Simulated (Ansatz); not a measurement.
# What each rung costs, and what it gives

Saddle point of CH₆GeO, singlet (CH₆GeO ([CH3][OH][GeH2]) → CH₄GeO ([CH3][O][GeH]) + H₂; bonds formed: H2–H5; dative contacts that become bonds: Ge1–O3; bonds broken: Ge1–H5, H2–O3), PBE0-D4/def2-TZVP structure:

```xyz
9
angstrom
Ge -0.9422 -0.9572 1.0812
H -0.9971 -0.1522 -0.5808
O 0.3125 -0.4263 -0.3660
C 1.0389 0.7503 -0.0976
H -1.8982 -0.1148 -0.2554
H -1.2424 -2.3122 0.3076
H 0.3816 1.5978 0.1452
H 1.6258 1.0123 -0.9816
H 1.7209 0.6024 0.7475
```

Barriers are electronic and count from the start structure reached by relaxing down the imaginary mode.

Computed with Ansatz 0.2.0 (basis: as named in each row); correlated methods freeze the cores. Filled d shells of the heavier atoms are correlated. The def2 sets are not built for correlating such inner shells, so the correlated values are less sure here. B3LYP uses VWN-RPA correlation. Extrapolation: Hartree–Fock as exp(−7.88 √X), correlation as X^−2.97.

Times are rough, for one single point on 4 threads of a shared host (Arm Neoverse V1).

The estimate by CCSD(T) at an estimated basis limit (MP2 extrapolated from triple and quadruple zeta, plus CCSD(T) − MP2 in triple zeta) is 24.46 kcal/mol.

```tsv
method	basis	time (s)	barrier (kcal/mol)	method less estimate
HF	STO-3G	under 1	51.88	27.43
SPW92	def2-SVP	under 1	15.35	-9.10
PBE-D4	STO-3G	under 1	20.73	-3.72
PBE-D4	def2-SVP	under 1	18.13	-6.33
B3LYP-D4	6-31G	under 1	25.36	0.90
SPW92	def2-TZVPP	under 1	15.49	-8.97
PBE0-D4	def2-SVP	under 1	23.25	-1.20
PBE-D4	def2-TZVPP	1	18.11	-6.34
BLYP-D4	def2-TZVPP	1	19.75	-4.71
BHLYP-D4	def2-TZVPP	2	28.32	3.86
PBE0-D4	def2-TZVPP	2	22.61	-1.85
B3LYP-D4	def2-TZVPP	2	23.22	-1.24
CAM-B3LYP-D4	def2-TZVPP	2	24.68	0.23
r2SCAN-D4	def2-TZVPP	3	20.82	-3.63
CCSD(T)	def2-SVP	3	28.34	3.89
r2SCAN0-D4	def2-TZVPP	3	24.19	-0.27
RPA on PBE	def2-TZVPP	3	24.14	-0.31
B2PLYP	def2-TZVPP	3	23.62	-0.83
PBE-QIDH	def2-TZVPP	3	24.63	0.18
wB97M-V	def2-SVP	4	25.40	0.95
wB97X-V	def2-TZVPP	5	25.16	0.70
B97M-V	def2-TZVPP	6	24.13	-0.32
wB97M-V	def2-TZVPP	6	25.08	0.62
MP2	def2-QZVPP	13	22.63	-1.83
CCSD(T)	def2-TZVPP	53	25.21	0.76
```

All methods are single points on the PBE0-D4 structures.

No T1 diagnostic of these runs exceeds 0.016.

Labels in which every atom is bracketed show which atoms are joined, not bond orders.
